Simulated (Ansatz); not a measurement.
Total energies of the cluster Cu4S4 from Ansatz at PBE-D4/def2-SVP, gas phase (1 Eh = 27.2114 eV = 2625.5 kJ/mol). The reference geometry is relaxed at PBE-D4/def2-SVP.

```xyz
8

Cu    1.351    0.539   -0.793
Cu   -0.021   -1.290    0.199
Cu   -0.678    1.029    0.781
Cu   -1.175   -0.076   -1.659
S     1.497    1.466    1.242
S     0.700   -1.173   -2.021
S     0.742   -0.400    2.131
S    -2.415   -0.095    0.119
```

```tsv
state	geometry	energy (Eh)
charge 0 singlet	reference	-8152.07176
charge 1 doublet	reference	-8151.78161
charge -1 doublet	reference	-8152.16968
charge -1 doublet	relaxed at PBE-D4/def2-SVPD	-8152.18855
free Cu atom (doublet)	–	-1639.97485
free S atom (triplet)	–	-397.80063
```

(1) Work out the vertical ionisation energy to the doublet.

(2) Work out the vertical electron affinity, to the doublet.

(3) Give the fundamental gap IE − EA, the Mulliken electronegativity (IE + EA)/2 and the hardness (IE − EA)/2.

(4) How much does the charge -1 doublet relax, and what is the adiabatic electron affinity?

(5) What is the binding energy per atom against free atoms?

(1) E(charge 1 doublet) − E(charge 0 singlet) = -8151.78161 − (-8152.07176) = 0.29015 Eh = 7.90 eV. For comparison, −ε of the highest occupied level is 5.46 eV at this level, 2.44 eV less.

(2) E(charge 0 singlet) − E(charge -1 doublet) = -8152.07176 − (-8152.16968) = 0.09792 Eh = 2.66 eV. The basis lacks diffuse functions, which makes affinities too small.

(3) From the values in Eh: IE − EA = 0.29015 − 0.09792 = 0.19223 Eh = 5.23 eV; (IE + EA)/2 = 5.28 eV; (IE − EA)/2 = 2.62 eV. The HOMO–LUMO gap of the same run is 0.42 eV, 4.81 eV smaller than the fundamental gap.

(4) Relaxation: -8152.16968 − (-8152.18855) = 0.01887 Eh = 0.51 eV. Adiabatic electron affinity: 0.11679 Eh = 3.18 eV, without zero-point energy. Bonds change on the way (1 lost, 0 formed), so the relaxed form is another species. 

(5) Atoms: 4 × (-1639.97485) + 4 × (-397.80063) = -8151.10192 Eh. Binding: -8151.10192 − (-8152.07176) = 0.96984 Eh = 26.39 eV, or 3.30 eV for each of 8 atoms (no zero-point energy, no counterpoise term).

A triplet lies near this restricted singlet, and broken spin symmetry wasn't tried. At PBE-D4/def2-SVP the gap within one spin of the charge 1 doublet nearly closes, so an electron or hole may be smeared out by delocalisation error.  

The structure comes from a short search, and lower isomers may exist.
